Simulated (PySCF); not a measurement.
Screening by computed properties: pick the candidate that meets the target.

Each SMILES stands for a single optimised conformer of the isolated species, non-relativistic unless stated. Electronic properties by PySCF.

Dipoles, sizes and rotational constants follow the conformer. The torsions of the flexible species, by atom-mapped SMILES:
- `[CH2:1]=[C:2]1[CH2:3][C@@H:4]([C@@H:5]([CH3:6])[OH:7])[C:8]1=[CH2:9]`: C3–C4–C5–C6 176°, H–O7–C5–C4 -64°
- `[CH3:1][c:2]1[cH:3][n:4][n:5]([Si:6]([CH3:7])([CH3:8])[CH3:9])[cH:10]1`: N4–N5–Si6–C7 153°
- `[N:1]#[C:2][SiH2:3][CH2:4][NH:5][CH2:6][CH:7]1[CH2:8][CH2:9][CH2:10]1`: C2–Si3–C4–N5 -83°, Si3–C4–N5–C6 72°, C4–N5–C6–C7 177°, N5–C6–C7–C8 -78°
- `[CH3:1][O:2][c:3]1[cH:4][n:5][n:6]([CH2:7][C:8]([F:9])([F:10])[F:11])[n:12]1`: C1–O2–C3–C4 180°, N5–N6–C7–C8 91°, N6–C7–C8–F9 -61°

Question: Wanted: HOMO–LUMO gap between 5 eV and 6.6 eV (PBE0/pcSseg-1) and dipole moment above 2.2 D (PBE0/pcSseg-1), at GFN2-xTB geometries. Which candidate meets both?
A. `N#C[SiH2]CNCC1CCC1`
B. `O(C)c1cnn(n1)CC(F)(F)F`
C. `C=C1C[C@@H]([C@@H](C)O)C1=C`
D. `C1[C@@H](SC(S1)=S)F`
E. `CC1=CN([Si](C)(C)C)N=C1`

Answer: A. Computed values:
```csv
species,HOMO–LUMO gap,dipole moment
C1[C@@H](SC(S1)=S)F,4.61 eV,4.56 D
C=C1C[C@@H]([C@@H](C)O)C1=C,5.54 eV,1.44 D
N#C[SiH2]CNCC1CCC1,6.43 eV,3.85 D
O(C)c1cnn(n1)CC(F)(F)F,6.71 eV,2.29 D
CC1=CN([Si](C)(C)C)N=C1,7.25 eV,2.07 D
```
